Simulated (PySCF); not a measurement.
# Spin states of NaSn

Unrestricted PBE0; Na x2c-SVPall, Sn x2c-SVPall; spin-free X2C with a Gaussian nucleus (PySCF 2.14). Outer shells of the fragments: Na 3s1; Sn 4d10 5s2 5p2.

Followed along the bond (rough minima from three points):

```json
{"2Ms+1": "4", "unpaired": "σ ↑, π ↑↑", "⟨S²⟩ at the start": "3.75", "R at minimum (Å)": "2.91", "Te (eV)": "0.00"}
{"2Ms+1": "2", "unpaired": "π ↑", "⟨S²⟩ at the start": "0.77", "R at minimum (Å)": "3.07", "Te (eV)": "0.30"}
{"2Ms+1": "2", "unpaired": "σ ↓, π ↑↑", "⟨S²⟩ at the start": "1.76", "R at minimum (Å)": "3.00", "Te (eV)": "0.47"}
{"2Ms+1": "2", "unpaired": "σ ↑, π ↑↓", "⟨S²⟩ at the start": "1.76", "R at minimum (Å)": "2.95", "Te (eV)": "0.50"}
{"2Ms+1": "2", "unpaired": "σ ↑", "⟨S²⟩ at the start": "0.75", "R at minimum (Å)": "2.94", "Te (eV)": "1.24"}
```

Solutions found at the starting distance of 2.925 Å, counted from the lowest of them; the search is not exhaustive and high or unbound solutions are not listed, so other states can lie among these:

| 2Ms+1 | unpaired | term | E (eV) | ⟨S²⟩ | ⟨Lz²⟩ | μ (D) |
| --- | --- | --- | --- | --- | --- | --- |
| 4 | σ ↑, π ↑↑ | ⁴Σ⁻ | 0.00 | 3.75 | 0.00 | -6.93 |
| 2 | π ↑ | ²Π | 0.32 | 0.77 | 1.00 | -4.70 |
| 2 | σ ↓, π ↑↑ | mixed | 0.47 | 1.76 | 0.00 | -6.22 |
| 2 | σ ↑, π ↑↓ | mixed | 0.50 | 1.76 | 2.01 | -6.55 |
| 2 | σ ↑ | mixed | 1.24 | 0.75 | 2.00 | -6.21 |
| 4 | σ ↑↑, π ↑ | ⁴Π | 1.72 | 3.75 | 1.00 | 4.28 |

A term symbol is given only where ⟨S²⟩ and ⟨Lz²⟩ are close to those of a pure state; real π, δ and φ orbitals otherwise mix terms. A positive dipole means Na(−)Sn(+).

Spin–orbit coupling is left out. Counting both spins, an empty level lies below a filled one in some of these solutions, because spin and occupation are held.
